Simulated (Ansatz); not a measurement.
Cost and result for the atomization energy of C₃H₇Sb, SMILES `C[CH]1[CH2][SbH]1` (11 atoms, 11 bonds).

Cartesian coordinates in Å:
```
C 0.504 -1.201 0.715
C -0.215 0.064 0.345
C -0.575 0.311 -1.049
Sb 1.019 1.716 -0.465
H 0.982 -1.124 1.692
H -0.197 -2.044 0.745
H 1.278 -1.450 -0.017
H -0.908 0.442 1.090
H -0.243 -0.405 -1.793
H -1.512 0.802 -1.280
H -0.131 2.890 0.016
```

The species carries charge 0 and has multiplicity 1. Correlated methods include outer-core shells of Sb, which these sets cover unevenly. Sb takes the def2 core potential. Geometry: relaxed with PBE0-D4/def2-TZVP. Program: Ansatz. All runs use 4 threads of a server CPU on a shared host. Times are those of one run each, without the atoms' runs, and a repeat can differ threefold. Electronic energies, without spin–orbit coupling; frozen cores. CCSD(T)/CBS adds CCSD(T) − MP2 in def2-TZVPP to the MP2 limit, and its time is that of the two runs behind it. T1 = 0.012. With those shells the extrapolation isn't a true limit. B3LYP takes the VWN-RPA correlation (the form of Gaussian; ORCA's B3LYP/G).

CCSD(T)/CBS is a level of theory with its own doubt, some kJ/mol a heavy atom from the limit and from the frozen cores, so smaller differences don't rank the functionals.

```
                            level  functions  wall time
             revPBE-D4/def2-TZVPP        241      1.4 s
               BLYP-D4/def2-TZVPP        241      1.4 s
          CAM-B3LYP-D4/def2-TZVPP        241      2.1 s
              BHLYP-D4/def2-TZVPP        241      2.5 s
            r2SCANh-D4/def2-TZVPP        241      2.6 s
B3LYP-D4/def2-TZVPP (with forces)        241      2.9 s
                 CCSD(T)/def2-SVP        103        4 s
                B2PLYP/def2-TZVPP        241        4 s
                B97M-V/def2-TZVPP        241      4.6 s
 ωB97M-V/def2-TZVPP (with forces)        241      6.5 s
                   MP2/def2-QZVPP        463       15 s
               CCSD(T)/def2-TZVPP        241       46 s
                CCSD(T)/CBS(def2)          –       61 s
```

Task: What atomization energy does each give, and how far from CCSD(T)/CBS? (Estimate.)

Result: Computed: 
| level | atomization (kJ/mol) | difference from CCSD(T)/CBS | per bond |
| --- | --- | --- | --- |
| revPBE-D4/def2-TZVPP | 3959.0 | -9.7 | -0.9 |
| BLYP-D4/def2-TZVPP | 3965.7 | -3.0 | -0.3 |
| CAM-B3LYP-D4/def2-TZVPP | 3971.2 | 2.5 | 0.2 |
| BHLYP-D4/def2-TZVPP | 3862.4 | -106.3 | -9.7 |
| r2SCANh-D4/def2-TZVPP | 3946.0 | -22.7 | -2.1 |
| B3LYP-D4/def2-TZVPP (with forces) | 3972.7 | 4.0 | 0.4 |
| CCSD(T)/def2-SVP | 3745.1 | -223.6 | -20.3 |
| B2PLYP/def2-TZVPP | 3921.9 | -46.8 | -4.3 |
| B97M-V/def2-TZVPP | 3981.2 | 12.5 | 1.1 |
| ωB97M-V/def2-TZVPP (with forces) | 3958.3 | -10.4 | -0.9 |
| MP2/def2-QZVPP | 3957.5 | -11.2 | -1.0 |
| CCSD(T)/def2-TZVPP | 3868.1 | -100.6 | -9.1 |
| CCSD(T)/CBS(def2) | 3968.7 | 0.0 | 0.0 |

From r2SCAN to r2SCAN0 (25 % exact exchange), in def2-TZVPP and without D4, the atomization energy moves by −50.1 kJ/mol: exact exchange takes away binding that semilocal exchange gives to molecules. At CCSD(T), def2-SVP lies −223.6 kJ/mol from the extrapolated value and def2-TZVPP −100.6 kJ/mol: correlation converges slowly with the basis, and small sets miss more of it in the bonded molecule than in its fragments. In def2-TZVPP, CCSD(T) changes the Hartree–Fock value by +1019.4 kJ/mol (the triples alone add +64.5 kJ/mol) and MP2 by +1049.5 kJ/mol; breaking electron pairs costs correlation energy, which Hartree–Fock lacks.
